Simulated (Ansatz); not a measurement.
Ansatz (a first-principles code) job for C3H10OSi2, SMILES C[Si@@H]1C[SiH2]CO1, PBE-D3(BJ)/def2-SVP. 

Ansatz 0.2 input:
```yaml
crystal:
  periodic: [false, false, false]
  atoms:
    - {symbol: C, position_ang: [2.68860462, -0.27028121, -0.09461709]}
    - {symbol: Si, position_ang: [0.90308411, -0.52137051, 0.46789009]}
    - {symbol: C, position_ang: [-0.32203044, -1.07889462, -0.89498112]}
    - {symbol: Si, position_ang: [-1.77742146, 0.12190064, -0.70529194]}
    - {symbol: C, position_ang: [-1.04237147, 1.26181703, 0.65745483]}
    - {symbol: O, position_ang: [0.31429256, 0.93616457, 0.88611015]}
    - {symbol: H, position_ang: [3.16636368, -1.22867582, -0.26311270]}
    - {symbol: H, position_ang: [3.25659632, 0.25325351, 0.66603179]}
    - {symbol: H, position_ang: [2.75494459, 0.30483773, -1.01258288]}
    - {symbol: H, position_ang: [0.82239040, -1.45152987, 1.60622602]}
    - {symbol: H, position_ang: [0.12117313, -1.00853310, -1.88616498]}
    - {symbol: H, position_ang: [-0.62520649, -2.11467150, -0.77071142]}
    - {symbol: H, position_ang: [-3.00027050, -0.50619306, -0.19759350]}
    - {symbol: H, position_ang: [-2.05659189, 0.90593396, -1.91219096]}
    - {symbol: H, position_ang: [-1.58206569, 1.15110258, 1.60357202]}
    - {symbol: H, position_ang: [-1.07616763, 2.32188979, 0.39413156]}
basis:
  gaussian:
    orbitals: def2-SVP
hamiltonian:
  xc: pbe
  dispersion: d3bj
relax: {f_tol: 0.002, max_steps: 200}
```

Log of the run:

```
WARN ansatz: RAYON_NUM_THREADS=2 ignored (pool sized by the plan → 2); use --threads N
Functional definition: PBE
integrals: 0.10 GiB planned
1589 factors; their error is unknown
mean field: 0.52 GiB planned
mean field evaluation 1: about -21036.2668 eV, gradient 8.6e1 eV
mean field evaluation 2: about -21003.6301 eV, gradient 1.4e2 eV
mean field evaluation 4: about -21053.3431 eV, gradient 1.2e1 eV
mean field evaluation 8: about -21053.6167 eV, gradient 2.7e-1 eV
mean field evaluation 16: about -21053.5195 eV, gradient 6.3e-4 eV
mean field -21053.51954138 eV, -773.7025725578 hartree, gradient 2.0e-5 eV, S^2 0.000000; 0 other end points of the search recorded, 0 dependent functions left out
the calculation of the forces begins
reference -21053.51958446 eV, -773.7025741406 hartree; 32, 32 occupied and 110, 110 virtual orbitals, 1589 factors
relax step   1: F+E_penalty+E_count = -21053.92809551 eV  Δ(F+E_penalty+E_count) = +0.000e0 eV  max|allowed force component| = 1.617e0 eV/Å  Δτ_max = 0.0000 Å  (30 SCF iters, accepted)
these checks for a lower state are left out or cut short: starts, cluster_reference, orbital_swaps, neighbouring_geometries, increment
integrals: 0.10 GiB planned
1589 factors; their error is unknown
mean field: 0.52 GiB planned
mean field -21053.70092276 eV, -773.7092382004 hartree, gradient 1.1e-5 eV, S^2 0.000000; 0 other end points of the search recorded, 0 dependent functions left out
the calculation of the forces begins
reference -21053.70096632 eV, -773.7092398010 hartree; 32, 32 occupied and 110, 110 virtual orbitals, 1589 factors
relax step   2: F+E_penalty+E_count = -21054.10679969 eV  Δ(F+E_penalty+E_count) = -1.787e-1 eV  max|allowed force component| = 1.078e0 eV/Å  Δτ_max = 0.0707 Å  (31 SCF iters, accepted)
these checks for a lower state are left out or cut short: starts, cluster_reference, orbital_swaps, neighbouring_geometries, increment
integrals: 0.10 GiB planned
1589 factors; their error is unknown
mean field: 0.52 GiB planned
mean field evaluation 32: about -21053.7386 eV, gradient 8.6e-4 eV
mean field -21053.73863199 eV, -773.7106239892 hartree, gradient 1.1e-5 eV, S^2 0.000000; 0 other end points of the search recorded, 0 dependent functions left out
the calculation of the forces begins
reference -21053.73867560 eV, -773.7106255917 hartree; 32, 32 occupied and 110, 110 virtual orbitals, 1589 factors
relax step   3: F+E_penalty+E_count = -21054.14298913 eV  Δ(F+E_penalty+E_count) = -3.619e-2 eV  max|allowed force component| = 4.024e-1 eV/Å  Δτ_max = 0.0360 Å  (31 SCF iters, accepted)
these checks for a lower state are left out or cut short: starts, cluster_reference, orbital_swaps, neighbouring_geometries, increment
integrals: 0.10 GiB planned
1589 factors; their error is unknown
mean field: 0.52 GiB planned
mean field -21053.74077039 eV, -773.7107025737 hartree, gradient 1.4e-5 eV, S^2 0.000000; 0 other end points of the search recorded, 0 dependent functions left out
the calculation of the forces begins
reference -21053.74081360 eV, -773.7107041617 hartree; 32, 32 occupied and 110, 110 virtual orbitals, 1589 factors
relax step   4: F+E_penalty+E_count = -21054.14680100 eV  Δ(F+E_penalty+E_count) = -3.812e-3 eV  max|allowed force component| = 2.837e-1 eV/Å  Δτ_max = 0.1182 Å  (30 SCF iters, accepted)
these checks for a lower state are left out or cut short: starts, cluster_reference, orbital_swaps, neighbouring_geometries, increment
integrals: 0.10 GiB planned
1589 factors; their error is unknown
mean field: 0.52 GiB planned
mean field -21053.74969961 eV, -773.7110307165 hartree, gradient 2.7e-5 eV, S^2 0.000000; 0 other end points of the search recorded, 0 dependent functions left out
the calculation of the forces begins
reference -21053.74974296 eV, -773.7110323098 hartree; 32, 32 occupied and 110, 110 virtual orbitals, 1589 factors
relax step   5: F+E_penalty+E_count = -21054.15526277 eV  Δ(F+E_penalty+E_count) = -8.462e-3 eV  max|allowed force component| = 9.578e-2 eV/Å  Δτ_max = 0.0190 Å  (30 SCF iters, accepted)
these checks for a lower state are left out or cut short: starts, cluster_reference, orbital_swaps, neighbouring_geometries, increment
integrals: 0.10 GiB planned
1589 factors; their error is unknown
mean field: 0.51 GiB planned
mean field -21053.75277494 eV, -773.7111437329 hartree, gradient 1.1e-5 eV, S^2 0.000000; 0 other end points of the search recorded, 0 dependent functions left out
the calculation of the forces begins
reference -21053.75281835 eV, -773.7111453281 hartree; 32, 32 occupied and 110, 110 virtual orbitals, 1589 factors
[...]
1589 factors; their error is unknown
mean field: 0.51 GiB planned
mean field -21053.75675873 eV, -773.7112901345 hartree, gradient 1.1e-5 eV, S^2 0.000000; 0 other end points of the search recorded, 0 dependent functions left out
the calculation of the forces begins
reference -21053.75680227 eV, -773.7112917345 hartree; 32, 32 occupied and 110, 110 virtual orbitals, 1589 factors
relax step  10: F+E_penalty+E_count = -21054.16387385 eV  Δ(F+E_penalty+E_count) = -1.027e-3 eV  max|allowed force component| = 6.366e-2 eV/Å  Δτ_max = 0.1071 Å  (30 SCF iters, accepted)
these checks for a lower state are left out or cut short: starts, cluster_reference, orbital_swaps, neighbouring_geometries, increment
integrals: 0.10 GiB planned
1589 factors; their error is unknown
mean field: 0.52 GiB planned
mean field -21053.75729975 eV, -773.7113100166 hartree, gradient 1.2e-5 eV, S^2 0.000000; 0 other end points of the search recorded, 0 dependent functions left out
the calculation of the forces begins
reference -21053.75734327 eV, -773.7113116157 hartree; 32, 32 occupied and 110, 110 virtual orbitals, 1589 factors
relax step  11: F+E_penalty+E_count = -21054.16445347 eV  Δ(F+E_penalty+E_count) = -5.796e-4 eV  max|allowed force component| = 5.005e-2 eV/Å  Δτ_max = 0.0310 Å  (31 SCF iters, accepted)
these checks for a lower state are left out or cut short: starts, cluster_reference, orbital_swaps, neighbouring_geometries, increment
integrals: 0.10 GiB planned
1589 factors; their error is unknown
mean field: 0.51 GiB planned
mean field evaluation 96: about -21053.7579 eV, gradient 1.1e-5 eV
mean field -21053.75790713 eV, -773.7113323375 hartree, gradient 1.1e-5 eV, S^2 0.000000; 0 other end points of the search recorded, 0 dependent functions left out
the calculation of the forces begins
reference -21053.75795060 eV, -773.7113339347 hartree; 32, 32 occupied and 110, 110 virtual orbitals, 1589 factors
relax step  12: F+E_penalty+E_count = -21054.16506462 eV  Δ(F+E_penalty+E_count) = -6.112e-4 eV  max|allowed force component| = 1.991e-2 eV/Å  Δτ_max = 0.0526 Å  (30 SCF iters, accepted)
these checks for a lower state are left out or cut short: starts, cluster_reference, orbital_swaps, neighbouring_geometries, increment
integrals: 0.10 GiB planned
1589 factors; their error is unknown
mean field: 0.52 GiB planned
mean field -21053.75789243 eV, -773.7113317973 hartree, gradient 1.1e-5 eV, S^2 0.000000; 0 other end points of the search recorded, 0 dependent functions left out
the calculation of the forces begins
reference -21053.75793588 eV, -773.7113333938 hartree; 32, 32 occupied and 110, 110 virtual orbitals, 1589 factors
relax step  13: F+E_penalty+E_count = -21054.16516675 eV  Δ(F+E_penalty+E_count) = -1.021e-4 eV  max|allowed force component| = 1.272e-2 eV/Å  Δτ_max = 0.0244 Å  (31 SCF iters, accepted)
these checks for a lower state are left out or cut short: starts, cluster_reference, orbital_swaps, neighbouring_geometries, increment
integrals: 0.10 GiB planned
1589 factors; their error is unknown
mean field: 0.52 GiB planned
mean field -21053.75784702 eV, -773.7113301282 hartree, gradient 1.2e-5 eV, S^2 0.000000; 0 other end points of the search recorded, 0 dependent functions left out
the calculation of the forces begins
reference -21053.75789046 eV, -773.7113317247 hartree; 32, 32 occupied and 110, 110 virtual orbitals, 1589 factors
relax step  14: F+E_penalty+E_count = -21054.16520252 eV  Δ(F+E_penalty+E_count) = -3.577e-5 eV  max|allowed force component| = 7.095e-3 eV/Å  Δτ_max = 0.0108 Å  (24 SCF iters, accepted)
these checks for a lower state are left out or cut short: starts, cluster_reference, orbital_swaps, neighbouring_geometries, increment
integrals: 0.10 GiB planned
1589 factors; their error is unknown
mean field: 0.52 GiB planned
mean field -21053.75782467 eV, -773.7113293070 hartree, gradient 2.1e-5 eV, S^2 0.000000; 0 other end points of the search recorded, 0 dependent functions left out
the calculation of the forces begins
reference -21053.75786811 eV, -773.7113309036 hartree; 32, 32 occupied and 110, 110 virtual orbitals, 1589 factors
relax step  15: F+E_penalty+E_count = -21054.16521152 eV  Δ(F+E_penalty+E_count) = -8.999e-6 eV  max|allowed force component| = 5.725e-3 eV/Å  Δτ_max = 0.0026 Å  (22 SCF iters, accepted)
these checks for a lower state are left out or cut short: starts, cluster_reference, orbital_swaps, neighbouring_geometries, increment
integrals: 0.10 GiB planned
1589 factors; their error is unknown
mean field: 0.52 GiB planned
mean field -21053.75780874 eV, -773.7113287215 hartree, gradient 1.4e-5 eV, S^2 0.000000; 0 other end points of the search recorded, 0 dependent functions left out
the calculation of the forces begins
reference -21053.75785218 eV, -773.7113303181 hartree; 32, 32 occupied and 110, 110 virtual orbitals, 1589 factors
relax step  16: F+E_penalty+E_count = -21054.16521404 eV  Δ(F+E_penalty+E_count) = -2.527e-6 eV  max|allowed force component| = 3.144e-3 eV/Å  Δτ_max = 0.0012 Å  (22 SCF iters, accepted)
these checks for a lower state are left out or cut short: starts, cluster_reference, orbital_swaps, neighbouring_geometries, increment
integrals: 0.10 GiB planned
1589 factors; their error is unknown
mean field: 0.51 GiB planned
mean field evaluation 128: about -21053.7578 eV, gradient 1.0e-5 eV
mean field -21053.75780220 eV, -773.7113284812 hartree, gradient 1.0e-5 eV, S^2 0.000000; 0 other end points of the search recorded, 0 dependent functions left out
the calculation of the forces begins
reference -21053.75784565 eV, -773.7113300779 hartree; 32, 32 occupied and 110, 110 virtual orbitals, 1589 factors
relax step  17: F+E_penalty+E_count = -21054.16521472 eV  Δ(F+E_penalty+E_count) = -6.759e-7 eV  max|allowed force component| = 1.418e-3 eV/Å  Δτ_max = 0.0009 Å  (22 SCF iters, accepted)
integrals: 0.10 GiB planned
1589 factors; their error is unknown
mean field: 0.51 GiB planned
mean field -21053.75780220 eV, -773.7113284812 hartree, gradient 1.0e-5 eV, S^2 0.000000; 1 other end points of the search recorded, 0 dependent functions left out
the calculation of the forces begins
reference -21053.75784565 eV, -773.7113300779 hartree; 32, 32 occupied and 110, 110 virtual orbitals, 1589 factors
Total energy: -21054.16525817 eV, -773.7263022119 hartree
Atom 0 at     2.669309    -0.258521    -0.197103 Å, force     0.000076    -0.000022     0.000339 eV/Å
Atom 1 at     0.931462    -0.475283     0.468749 Å, force    -0.000167    -0.000804    -0.000317 eV/Å
Atom 2 at    -0.342356    -1.153815    -0.769763 Å, force     0.000501     0.000293     0.000081 eV/Å
Atom 3 at    -1.684881     0.196058    -0.766137 Å, force     0.000021     0.000189     0.000574 eV/Å
Atom 4 at    -1.105171     1.220991     0.764171 Å, force    -0.000721    -0.000311    -0.000614 eV/Å
Atom 5 at     0.317023     1.071288     0.834060 Å, force     0.000985     0.001418     0.000427 eV/Å
Atom 6 at     3.136871    -1.244061    -0.397942 Å, force     0.000063    -0.000094     0.000022 eV/Å
Atom 7 at     3.304619     0.279194     0.535362 Å, force     0.000025     0.000069    -0.000072 eV/Å
Atom 8 at     2.658437     0.324822    -1.139682 Å, force    -0.000006     0.000069    -0.000253 eV/Å
Atom 9 at     0.947742    -1.331310     1.712442 Å, force    -0.000031    -0.000114     0.000001 eV/Å
Atom 10 at     0.096227    -1.285215    -1.779639 Å, force     0.000332    -0.000142    -0.000712 eV/Å
Atom 11 at    -0.751598    -2.131995    -0.445340 Å, force    -0.000429    -0.000809     0.000374 eV/Å
Atom 12 at    -3.088475    -0.335673    -0.632583 Å, force    -0.000516    -0.000240    -0.000019 eV/Å
Atom 13 at    -1.599205     1.034683    -2.013731 Å, force     0.000089     0.000316    -0.000458 eV/Å
Atom 14 at    -1.599769     0.863909     1.700249 Å, force    -0.000237    -0.000157     0.000462 eV/Å
Atom 15 at    -1.344913     2.301677     0.671057 Å, force     0.000012     0.000338     0.000166 eV/Å
Dipole moment:     0.012831    -0.175211    -0.122572 e Å
```

The run converged.
